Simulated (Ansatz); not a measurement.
`C[NH][Ga]([F])[F]`. The species carries charge 0 and has multiplicity 1.

```xyz
9

C    -0.576   -0.211   -1.160
N     0.545   -0.092   -0.251
Ga    0.458    0.291    1.491
F    -1.068    0.571    2.284
F     1.864    0.412    2.508
H    -0.640   -1.212   -1.600
H    -1.511   -0.029   -0.627
H    -0.518    0.518   -1.976
H     1.446   -0.247   -0.669
```

Task: List the harmonic frequencies (cm⁻¹, unscaled) at PBE0-D4/def2-TZVP in Ansatz. (Best estimate.)

Result: Computed: 90, 98, 127, 189, 189, 304, 426, 639, 715, 719, 1103, 1140, 1150, 1401, 1464, 1487, 1515, 3022, 3073, 3127, 3646.

Task: Is this a minimum?

Result: Yes, all 21 modes are real.

Task: Give the ideal-gas thermochemistry at 298.15 K and 1 bar (rigid rotor, harmonic oscillator; point group Cs, symmetry number 1).

Result: Zero-point energy 153.3 kJ/mol; H(298) − E = 174.9 kJ/mol; entropy 358.7 J/(mol·K), of which translation 170.3, rotation 112.8, vibration 75.6; G(298) − E = 68.0 kJ/mol. Modes under 100 cm⁻¹ are hindered rotations or soft bends, so the harmonic entropy is rough.

Task: And at 400, 500, 600, 800 and 1000 K?

Result: 
| T (K) | H − E (kJ/mol) | S (J/mol/K) | G − E (kJ/mol) |
| --- | --- | --- | --- |
| 400 | 186.0 | 390.5 | 29.8 |
| 500 | 198.2 | 417.7 | -10.6 |
| 600 | 211.5 | 441.9 | -53.6 |
| 800 | 240.7 | 483.8 | -146.3 |
| 1000 | 272.5 | 519.3 | -246.7 |

Task: Rotational constants (cm⁻¹)?

Result: 0.1942, 0.082, 0.05829.
